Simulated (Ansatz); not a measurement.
CH₄F₂OSi, SMILES `O[SiH2]C(F)F`, relaxed with RKS PBE0-D4/def2-TZVP in the Gaussian-basis code of Ansatz from a PBE-D4/def2-SVP geometry. The force threshold is 0.005 eV/Å; the program also tests the step.

The species carries charge 0 and has multiplicity 1.

Start:

```xyz
9

O    -0.813    1.171   -1.308
Si   -0.760    0.337    0.148
C     0.761   -0.850    0.192
F     1.906   -0.083    0.068
F     0.797   -1.489    1.411
H    -0.067    1.777   -1.467
H    -2.022   -0.465    0.216
H    -0.600    1.234    1.345
H     0.796   -1.631   -0.605
```

Q: By how much does the energy fall, and how many steps does the optimiser take? (Best estimate.)

A: Ansatz gave: 4.96 kJ/mol, in 7 steps.

Q: Which bonds change most? (Estimate.)

A: Ansatz gave: O1–Si2 from 1.679 to 1.641 Å; C3–H9 from 1.117 to 1.096 Å; Si2–H8 from 1.505 to 1.485 Å; Si2–H7 from 1.496 to 1.479 Å.

Q: Give the relaxed structure. (An estimate is asked.)

A: Computed: 
```xyz
9

O    -0.779    1.161   -1.272
Si   -0.762    0.338    0.148
C     0.749   -0.841    0.190
F     1.895   -0.102    0.030
F     0.828   -1.460    1.405
H    -0.059    1.769   -1.446
H    -2.004   -0.466    0.192
H    -0.632    1.224    1.332
H     0.764   -1.622   -0.579
```
